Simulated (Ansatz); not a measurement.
`[SH][SnH]([SH])[SH]`, relaxed with RKS PBE0-D4/def2-TZVP in the Gaussian-basis code of Ansatz from a PBE-D4/def2-SVP geometry. The force threshold is 0.005 eV/Å; the program also tests the step.

Charge 0, multiplicity 1. Sn takes the def2 core potential.

Start:

```xyz
8

S    -1.592   -0.816    1.404
Sn   -0.343   -0.298   -0.633
S     1.901   -1.235   -0.385
S    -0.151    2.134   -0.796
H    -1.495    0.486    1.798
H    -1.127   -0.939   -2.032
H     1.687   -1.408    0.951
H     1.120    2.075   -0.307
```

| step | energy (eV) | largest force (eV/Å) | largest move (Å) |
| --- | --- | --- | --- |
| 1 | -38395.1448 | 0.748 | 0.000 |
| 2 | -38395.1856 | 0.401 | 0.069 |
| 3 | -38395.2020 | 0.101 | 0.030 |
| 4 | -38395.2042 | 0.029 | 0.026 |
| 5 | -38395.2043 | 0.004 | 0.005 |

End:

```xyz
8

S    -1.592   -0.798    1.360
Sn   -0.338   -0.291   -0.621
S     1.855   -1.232   -0.383
S    -0.140    2.092   -0.807
H    -1.464    0.465    1.804
H    -1.109   -0.925   -2.000
H     1.686   -1.377    0.942
H     1.101    2.066   -0.294
```

Hardware: 4 threads of an Arm Neoverse V1 on a shared host. Wall time 22 s, peak host memory 0.59 GiB.
